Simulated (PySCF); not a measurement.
**EPR parameters of C7H11O**

Compound: C7H11O (doublet state).
Numbering: `[CH2:1]=[CH:2][CH2:3][C@@H:4]1[CH:5][CH2:6][CH2:7][O:8]1` (hydrogens: H9, H10 on C1; H11 on C2; H12, H13 on C3; H14 on C4; H15 on C5; H16, H17 on C6; H18, H19 on C7)

Geometry (GFN2-xTB, Å), atoms numbered from 1 in this order:
```xyz
19
C7H11O angstrom
C      2.8115    0.7019   -0.8125
C      2.1666   -0.4016   -0.4793
C      1.0647   -0.4677    0.5197
C     -0.2801   -0.9036   -0.1466
C     -0.8431    0.1518   -1.0103
C     -2.0864    0.6804   -0.4091
C     -2.0965   -0.0238    0.9579
O     -1.2734   -1.1672    0.8304
H      3.6018    0.7035   -1.5438
H      2.5794    1.6516   -0.3583
H      2.4171   -1.3432   -0.9516
H      0.9233    0.5000    1.0025
H      1.2925   -1.2141    1.2841
H     -0.0878   -1.8488   -0.6764
H     -0.3559    0.5395   -1.8802
H     -2.0944    1.7703   -0.3166
H     -2.9675    0.4035   -1.0040
H     -1.6961    0.6432    1.7356
H     -3.0855   -0.3663    1.2664
```

The hyperfine couplings belong to this conformer and change with its torsions.

Computed, not measured: UKS B3LYP, pcH-1 on C H O, non-relativistic, mean-field spin-orbit, GIAO in PySCF 2.14.0. Isolated species at its GFN2-xTB geometry (one conformer only). Couplings are sensitive to structure, and on GFN2-xTB geometries they can be far from those on DFT ones. The SCF solution wasn't tested for stability.

```json
{
 "g1, g2, g3": "2.00219, 2.00270, 2.00284",
 "g_iso": "2.00258",
 "Form of g": "rhombic: the two nearest values differ by 22 % of g3 − g1",
 "⟨S²⟩": "0.7539 (exact 0.7500)",
 "α and β electrons": "31, 30",
 "HOMO–LUMO gap, α and β orbitals": "5.45, 5.24 eV",
 "Total energy": "-348.52361 Eh"
}
```

Hyperfine couplings atom by atom, in 10⁻⁴ cm⁻¹; T1 to T3 are the principal values of the dipolar part; ρ(0) is the spin density at the nucleus (1 × 10⁻⁴ cm⁻¹ = 2.998 MHz):

```tsv
atom	isotope	a_iso	T1	T2	T3	Mulliken spin population	ρ(0) (bohr⁻³)
C1	13C	0.5	-0.2	0.0	0.3	0.01	0.0012
C2	13C	-0.5	-0.2	-0.1	0.3	0.00	-0.0013
C3	13C	22.2	-1.8	-1.7	3.4	0.04	0.0592
C4	13C	-11.4	-0.6	-0.1	0.7	-0.08	-0.0303
C5	13C	30.3	-27.0	-26.8	53.8	1.02	0.0808
C6	13C	-11.4	-0.8	0.2	0.6	-0.09	-0.0305
C7	13C	0.6	-0.5	-0.2	0.6	0.01	0.0016
O8	17O	0.2	-0.5	0.2	0.3	0.00	-0.0007
H9	1H	0.0	-0.3	-0.3	0.6	0.00	0.0000
H10	1H	0.1	-0.6	-0.3	0.9	0.00	0.0001
H11	1H	0.0	-0.5	-0.5	1.0	0.00	0.0000
H12	1H	-1.0	-1.9	-0.6	2.5	0.00	-0.0007
H13	1H	3.1	-1.1	-0.6	1.7	0.01	0.0021
H14	1H	28.5	-1.6	-1.3	2.9	0.04	0.0191
H15	1H	-21.2	-12.9	0.0	12.9	-0.04	-0.0142
H16	1H	28.4	-1.6	-1.2	2.8	0.03	0.0191
H17	1H	47.7	-1.8	-1.3	3.1	0.06	0.0320
H18	1H	-0.5	-0.9	-0.8	1.6	0.00	-0.0003
H19	1H	-0.5	-0.7	-0.6	1.2	0.00	-0.0003
```

Largest spin populations (Mulliken): C5 (+1.02), C6 (-0.09) and C4 (-0.08). C5 is the only atom above +0.15. The positive populations add up to 1.21 and the negative ones to -0.21, together 2S = 1. The angles at C5 add up to 359.7°, so it is planar; its axial dipolar tensor and the negative coupling of its proton fit spin in a p orbital normal to that plane.

Axes: g3 points within 6° of the C5–H15 bond.

Under fast tumbling the dipolar parts average out, and these isotropic splittings remain (the largest six): 1 × 1H (H17, I = 1/2, 2 lines) with 5.10 mT, 1 × 1H (H14, I = 1/2, 2 lines) with 3.05 mT, 1 × 1H (H16, I = 1/2, 2 lines) with 3.04 mT, 1 × 1H (H15, I = 1/2, 2 lines) with 2.27 mT, 1 × 1H (H13, I = 1/2, 2 lines) with 0.33 mT and 1 × 1H (H12, I = 1/2, 2 lines) with 0.11 mT.

The 13C coupling of C5 (90.8 MHz) shows only in satellite lines or after enrichment, since that isotope makes up about 1.07 % of natural carbon.

Examples of negative spin density at the nucleus (bohr⁻³): C6 (-0.0305), C4 (-0.0303) and H15 (-0.0142).
